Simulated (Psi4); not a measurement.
HAlClFO (SMILES [OH][Al]([F])[Cl]), singlet, geometry from GFN2-xTB (such geometries of metal compounds can be far from the true shape). Base run: CCSD(T)/cc-pVDZ run with Psi4 1.11.

Here is a job for Psi4.
```
memory 2 GB

molecule mol {
0 1
Al    0.165795    0.132861   -0.316248
F     1.808627    0.253154   -0.465768
Cl   -0.667113   -0.575583    1.374743
O    -0.768158    0.604371   -1.578109
H    -0.946783    0.944349   -2.442612
}

set {
  basis cc-pvdz
  reference rhf
  freeze_core true
}

energy('ccsd(t)')
print_variables()
```

**Question.** The base was run again with changes. Order these runs by total energy, lowest first: method = ccsd | method = mp3 | method = mp4.

**Answer.** method = mp4 (ΔE vs base (kcal/mol) -1.01), method = ccsd (ΔE vs base (kcal/mol) 6.27), method = mp3 (ΔE vs base (kcal/mol) 10.82)
